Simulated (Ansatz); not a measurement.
`C[CH2][Al]([F])[CH2]C`, relaxed with RKS PBE0-D4/def2-TZVP in the Gaussian-basis code of Ansatz from a PBE-D4/def2-SVP geometry. The force threshold is 0.005 eV/Å; the program also tests the step.

Charge 0, multiplicity 1.

Start:

```xyz
16

C    -2.075   -1.117    0.675
C    -0.760   -1.172    1.472
Al    0.703   -0.034    0.808
F     2.191   -0.192    1.595
C     0.623    1.266   -0.669
C     1.681    1.073   -1.774
H    -1.932   -1.421   -0.384
H    -2.855   -1.785    1.099
H    -2.506   -0.094    0.654
H    -0.935   -0.899    2.538
H    -0.370   -2.214    1.520
H     0.737    2.278   -0.215
H    -0.402    1.256   -1.103
H     1.565    0.097   -2.293
H     2.713    1.098   -1.366
H     1.621    1.860   -2.556
```

(1) By how much does the energy fall, and how many steps does the optimiser take? (Estimate.)

(2) Which bonds change most? (Estimate.)

(3) Give the relaxed structure. (Best estimate.)

Results:

(1) Ansatz gave: 1.94 kcal/mol, in 35 steps, 7 of them rejected.

(2) Ansatz gave: Al3–F4 from 1.691 to 1.660 Å; C6–H14 from 1.111 to 1.093 Å; C6–H15 from 1.110 to 1.093 Å; C2–H10 from 1.115 to 1.098 Å.

(3) Ansatz gave: 
```xyz
16

C    -2.162   -0.868    0.938
C    -0.769   -1.215    1.464
Al    0.719   -0.378    0.516
F     2.249   -0.734    1.052
C     0.551    0.838   -1.003
C     1.850    1.380   -1.599
H    -2.287   -1.162   -0.108
H    -2.953   -1.365    1.508
H    -2.359    0.207    0.987
H    -0.684   -0.949    2.525
H    -0.613   -2.301    1.443
H    -0.099    1.666   -0.688
H    -0.035    0.319   -1.774
H     2.495    0.574   -1.959
H     2.431    1.937   -0.860
H     1.666    2.052   -2.442
```
